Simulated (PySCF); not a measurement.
Compound: C₃H₈FNSi.
Numbering: `[F:1][C@H:2]1[CH2:3][CH2:4][NH:5][SiH2:6]1` (hydrogens: H7 on C2; H8, H9 on C3; H10, H11 on C4; H12 on N5; H13, H14 on Si6)

Cartesian coordinates in Å at the GFN2-xTB level; atoms count from 1:
```
atom  x, y, z in Å
F1    -0.390   -1.385    1.655
C2    -0.250   -1.218    0.278
C3    -1.214   -0.142   -0.201
C4    -0.550    1.215    0.022
N5     0.838    1.055   -0.374
Si6    1.490   -0.507   -0.107
H7    -0.494   -2.193   -0.150
H8    -1.380   -0.291   -1.268
H9    -2.169   -0.206    0.322
H10   -0.638    1.506    1.077
H11   -1.025    1.990   -0.587
H12    1.366    1.911   -0.396
H13    2.057   -1.032   -1.348
H14    2.358   -0.702    1.055
```

Theory: PBE0/def2-SVPD in PySCF (dipole) on a GFN2-xTB geometry, gas phase.

Masses are those of the commonest isotopes; rigid-rotor values at the optimised geometry. The values belong to one conformer with, in the numbering `[F:1][C@H:2]1[CH2:3][CH2:4][NH:5][SiH2:6]1`, F1–C2–C3–C4 84°, C2–C3–C4–N5 42°, C3–C4–N5–Si6 -32°, C4–N5–Si6–C2 11°.

Give the principal moments of inertia and the rotational constants in GHz.

Ia = 134.63, Ib = 166.05, Ic = 247.95 u·Å²; 505379 MHz·u·Å²/I gives 3754, 3044 and 2038 MHz, that is A = 3.7540, B = 3.0435, C = 2.0382 GHz.

Classify the top.

An asymmetric top; Ray's κ = 0.172.

What does the inertial defect say?

Not planar: Δ = Ic − Ia − Ib = -52.72 u·Å². For a rigid frame Δ = −2 Σ m c², so Σ m c² = 26.36 u·Å² lies off the ab plane: 9.97 from hydrogen and 16.39 from heavier atoms. The atom farthest from that plane is 1.64 Å away.

Where do the levels up to J = 2 lie, in MHz?

Above 0(0,0):
J = 1: 1(0,1) 5082, 1(1,1) 5792, 1(1,0) 6797
J = 2: 2(0,2) 14685, 2(1,2) 14950, 2(1,1) 17966, 2(2,1) 20098, 2(2,0) 20658
Those of J = 1 are B + C, A + C and A + B.

Predict some low-J microwave lines.

The dipole components are |μa| = 1.58 D, |μb| = 0.79 D, |μc| = 0.60 D. Intensities carry the squares of the components, which stand as 1.00 : 0.25 : 0.14 (a : b : c). Some lines, for components of 0.1 D or more:

```json
{"type": "a", "branch": "Q", "J(Ka,Kc)": "2(2,0) ← 2(2,1)", "MHz": "560", "lower level (cm⁻¹)": "0.670"}
{"type": "c", "branch": "Q", "J(Ka,Kc)": "1(1,1) ← 1(0,1)", "MHz": "710", "lower level (cm⁻¹)": "0.170"}
{"type": "a", "branch": "Q", "J(Ka,Kc)": "1(1,0) ← 1(1,1)", "MHz": "1005", "lower level (cm⁻¹)": "0.193"}
{"type": "b", "branch": "Q", "J(Ka,Kc)": "1(1,0) ← 1(0,1)", "MHz": "1716", "lower level (cm⁻¹)": "0.170"}
{"type": "c", "branch": "Q", "J(Ka,Kc)": "2(2,1) ← 2(1,1)", "MHz": "2131", "lower level (cm⁻¹)": "0.599"}
{"type": "b", "branch": "Q", "J(Ka,Kc)": "2(2,0) ← 2(1,1)", "MHz": "2692", "lower level (cm⁻¹)": "0.599"}
{"type": "a", "branch": "Q", "J(Ka,Kc)": "2(1,1) ← 2(1,2)", "MHz": "3016", "lower level (cm⁻¹)": "0.499"}
{"type": "b", "branch": "Q", "J(Ka,Kc)": "2(1,1) ← 2(0,2)", "MHz": "3281", "lower level (cm⁻¹)": "0.490"}
{"type": "a", "branch": "R", "J(Ka,Kc)": "1(0,1) ← 0(0,0)", "MHz": "5082", "lower level (cm⁻¹)": "0.000"}
{"type": "b", "branch": "Q", "J(Ka,Kc)": "2(2,1) ← 2(1,2)", "MHz": "5147", "lower level (cm⁻¹)": "0.499"}
{"type": "b", "branch": "R", "J(Ka,Kc)": "1(1,1) ← 0(0,0)", "MHz": "5792", "lower level (cm⁻¹)": "0.000"}
{"type": "c", "branch": "R", "J(Ka,Kc)": "1(1,0) ← 0(0,0)", "MHz": "6797", "lower level (cm⁻¹)": "0.000"}
{"type": "b", "branch": "R", "J(Ka,Kc)": "2(0,2) ← 1(1,1)", "MHz": "8893", "lower level (cm⁻¹)": "0.193"}
{"type": "a", "branch": "R", "J(Ka,Kc)": "2(1,2) ← 1(1,1)", "MHz": "9158", "lower level (cm⁻¹)": "0.193"}
{"type": "a", "branch": "R", "J(Ka,Kc)": "2(0,2) ← 1(0,1)", "MHz": "9603", "lower level (cm⁻¹)": "0.170"}
{"type": "b", "branch": "R", "J(Ka,Kc)": "2(1,2) ← 1(0,1)", "MHz": "9869", "lower level (cm⁻¹)": "0.170"}
{"type": "a", "branch": "R", "J(Ka,Kc)": "2(1,1) ← 1(1,0)", "MHz": "11169", "lower level (cm⁻¹)": "0.227"}
{"type": "c", "branch": "R", "J(Ka,Kc)": "2(1,1) ← 1(0,1)", "MHz": "12885", "lower level (cm⁻¹)": "0.170"}
{"type": "b", "branch": "R", "J(Ka,Kc)": "2(2,1) ← 1(1,0)", "MHz": "13300", "lower level (cm⁻¹)": "0.227"}
{"type": "c", "branch": "R", "J(Ka,Kc)": "2(2,0) ← 1(1,0)", "MHz": "13860", "lower level (cm⁻¹)": "0.227"}
{"type": "c", "branch": "R", "J(Ka,Kc)": "2(2,1) ← 1(1,1)", "MHz": "14305", "lower level (cm⁻¹)": "0.193"}
{"type": "b", "branch": "R", "J(Ka,Kc)": "2(2,0) ← 1(1,1)", "MHz": "14866", "lower level (cm⁻¹)": "0.193"}
```

Estimate the classical rotational partition function at 10 K, 25 K and 50 K.

Point group C1, symmetry number σ = 1; q = (√π/σ)·√((kT/h)³/(ABC)), k/h = 20836.6 MHz/K: 1100 at 10 K, 4370 at 25 K, 12400 at 50 K.

GFN2-xTB frequencies: not computed here. These are rigid-rotor constants of the computed structure; measured ground-state constants (B0) also hold zero-point vibration. A rigid rotor knows nothing of inversion at nitrogen, which can split or shift real lines. Quadrupole hyperfine structure (14N) is left out.

On one thread, Arm Neoverse V1 (aarch64), shared host, this took 34 s (with the writing of density and orbital grids) and 0.76 GiB of memory at its peak. This is the PBE0/def2-SVPD job that gave the dipole, with the excitations it also computed.
